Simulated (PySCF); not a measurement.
# Se (selenium, neutral) across methods

[Ar] 3d10 4s2 4p4, high-spin 3P determinant. Calculation: PySCF 2.14, in x2c-QZVPPall (11s8p5d4f1g, 97 functions); scalar relativity by spin-free X2C-1e. The B2PLYP total includes its PT2 part (frozen core); its orbital energies are those of the SCF part.

```
   method  E (hartree)  mean ε 4s β (eV)  mean ε 4p α (eV)  mean ε 4p β (eV)  Σ⟨r²⟩ (bohr²)   ⟨S²⟩
   r2SCAN    -2429.877           -16.331            -7.524            -5.978          40.29  2.005
     PBE0    -2429.614           -17.646            -8.407            -6.850          40.42  2.004
   B2PLYP    -2429.464           -18.981            -9.472            -7.819          40.64  2.005
    B97-3    -2429.678           -17.650            -8.376            -6.852          40.46  2.004
      UHF  -2428.14776           -20.791           -11.579            -9.452          40.71  2.011
BHandHLYP    -2429.873           -19.131            -9.450            -7.910          40.53  2.004
      LDA    -2426.325           -16.584            -7.183            -5.795          40.63  2.002
      PBE    -2429.569           -16.210            -7.107            -5.687          40.64  2.003
CAM-B3LYP    -2430.048           -19.413            -9.654            -8.233          40.61  2.003
```
